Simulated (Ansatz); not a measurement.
Born–Oppenheimer molecular dynamics of ClGaH$_{3}$N (6 atoms, charge 0, multiplicity 1). It goes on from the last frame of an earlier run, with new velocities.

Method: RKS PBE0-D4/def2-SVP in Ansatz 0.2.0.

- ensemble: NVE (velocity Verlet)
- time step: 0.5 fs
- steps asked: 250
- starting velocities drawn for: 3000 K
- seed: 263913

First frame:

```xyz
6
Properties=species:S:1:pos:R:3
Ga -0.043 -0.023 0.064
N -0.085 0.001 1.868
H -0.934 0.170 2.427
H 0.735 -0.062 2.487
Cl 1.884 0.120 -0.976
H -1.196 -0.002 -0.888
```

(1) What does the run give?

(2) What happens to the structure?

(3) How do temperature and energy run in time?

Results:

(1) The run went to its last step.

```
steps done                                               : 250
time covered                                             : 125 fs
mean temperature over the second half                    : 1466 K
spread of the potential energy over the second half      : 27.0 meV per atom
mean potential energy of the second half above the start : 132.5 meV per atom
```

The conserved energy stayed within 0.67 meV per atom of its start (net change 0.38 meV per atom), so the integration is sound. Over the second half the temperature averaged 0.49 of the 3000 K drawn at the start: a run that starts near a minimum puts about half its kinetic energy into the potential. A run of 0.12 ps of so small a system gives no equilibrium averages.

(2) The same pairs are bonded in the first frame and the last. Pairs count as bonded within 1.25 times the sum of covalent radii (0.12 Å more for H–H). Another seed would give other details.

(3) 
```json
{"time (fs)": "0", "T (K)": "3000", "potential energy less start (eV)": "0.000", "conserved less start (meV/atom)": "0.00"}
{"time (fs)": "6", "T (K)": "1489", "potential energy less start (eV)": "0.784", "conserved less start (meV/atom)": "0.48"}
{"time (fs)": "12", "T (K)": "728", "potential energy less start (eV)": "1.177", "conserved less start (meV/atom)": "0.40"}
{"time (fs)": "18", "T (K)": "1571", "potential energy less start (eV)": "0.739", "conserved less start (meV/atom)": "0.01"}
{"time (fs)": "24", "T (K)": "1629", "potential energy less start (eV)": "0.711", "conserved less start (meV/atom)": "0.31"}
{"time (fs)": "30", "T (K)": "1364", "potential energy less start (eV)": "0.849", "conserved less start (meV/atom)": "0.43"}
{"time (fs)": "36", "T (K)": "1058", "potential energy less start (eV)": "1.005", "conserved less start (meV/atom)": "0.21"}
{"time (fs)": "42", "T (K)": "1430", "potential energy less start (eV)": "0.813", "conserved less start (meV/atom)": "0.21"}
{"time (fs)": "48", "T (K)": "2182", "potential energy less start (eV)": "0.426", "conserved less start (meV/atom)": "0.43"}
{"time (fs)": "54", "T (K)": "2140", "potential energy less start (eV)": "0.446", "conserved less start (meV/atom)": "0.17"}
{"time (fs)": "60", "T (K)": "1497", "potential energy less start (eV)": "0.778", "conserved less start (meV/atom)": "0.18"}
{"time (fs)": "66", "T (K)": "1150", "potential energy less start (eV)": "0.960", "conserved less start (meV/atom)": "0.59"}
{"time (fs)": "72", "T (K)": "1896", "potential energy less start (eV)": "0.573", "conserved less start (meV/atom)": "0.34"}
{"time (fs)": "78", "T (K)": "1917", "potential energy less start (eV)": "0.561", "conserved less start (meV/atom)": "0.21"}
{"time (fs)": "84", "T (K)": "1062", "potential energy less start (eV)": "1.005", "conserved less start (meV/atom)": "0.45"}
{"time (fs)": "90", "T (K)": "1063", "potential energy less start (eV)": "1.005", "conserved less start (meV/atom)": "0.52"}
{"time (fs)": "96", "T (K)": "1562", "potential energy less start (eV)": "0.746", "conserved less start (meV/atom)": "0.35"}
{"time (fs)": "102", "T (K)": "1763", "potential energy less start (eV)": "0.640", "conserved less start (meV/atom)": "0.10"}
{"time (fs)": "108", "T (K)": "1009", "potential energy less start (eV)": "1.032", "conserved less start (meV/atom)": "0.49"}
{"time (fs)": "114", "T (K)": "1247", "potential energy less start (eV)": "0.908", "conserved less start (meV/atom)": "0.35"}
{"time (fs)": "120", "T (K)": "1942", "potential energy less start (eV)": "0.547", "conserved less start (meV/atom)": "-0.01"}
```

Time of the run: 5.3 min on 2 threads of Arm Neoverse V2, on a shared host, peak memory 0.16 GiB.
